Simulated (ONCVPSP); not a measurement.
copper, ONCV: configuration errors across variants

```json
{
  "Element": "copper",
  "Generator": "ONCVPSP 4.0.1",
  "Type": "optimised norm-conserving Vanderbilt (ONCV)",
  "Functional": "PBE",
  "Relativity": "scalar-relativistic",
  "Frozen core": "[Ne]",
  "Valence charge": "19",
  "Reference configuration": "3s2 3p6 3d10 4s1",
  "Partial waves": "3s+4s: rc 1.25 bohr, ncon 3, nbas 6, qcut 8.1 1/bohr, 2 projectors; 3p: rc 0.90 bohr, ncon 4, nbas 9, qcut 15.7 1/bohr, 2 projectors, debl 3.6 Ha; 3d: rc 1.30 bohr, ncon 3, nbas 8, qcut 12.8 1/bohr, 3 projectors, debl 0.7 Ha",
  "Local potential": "polynomial inside 0.85 bohr (lpopt 5, dvloc0 0 Ha)",
  "Core correction": "none"
}
```

All-electron excitation energies from the reference (eV): (1) 3s2 3p6 3d10 4s0 8.150; (2) 3s2 3p6 3d9 4s0 29.483; (3) 3s1 3p6 3d10 4s1 122.235.

2 further variants failed, have other tests or too few solved ones, and are left out.

Errors AE − PS in meV (a dash: test not solved or not reliable):

```tsv
change	(1)	(2)	(3)	bound ghosts	GHOST(+) flags above zero
base	+4.3	+0.9	-283	none	none
local potential polynomial inside 0.85 bohr (lpopt 5, dvloc0 4 Ha)	+4.3	+0.9	-283	none	none
p: qcut 13.5	+4.3	+0.9	-288	none	none
p: rc 1.16	+4.2	+0.9	-291	none	none
core correction Teter function, fcfact 3.75, rcfact 1.6	+3.8	+0.7	-430	none	none
s: qcut 7.7; p: qcut 14.9; d: qcut 12.1	+4.6	+0.6	-332	none	none
d: qcut 14.7	+3.6	+0.6	-198	none	none
local potential polynomial inside 0.75 bohr (lpopt 4, dvloc0 0 Ha)	+4.3	+0.9	-283	none	none
```

(1) Give the same row for: d: ncon 5, nbas 10.

## Answers

(1) +3.7, +0.6, -225; bound ghosts: none; GHOST(+) flags above zero: none.
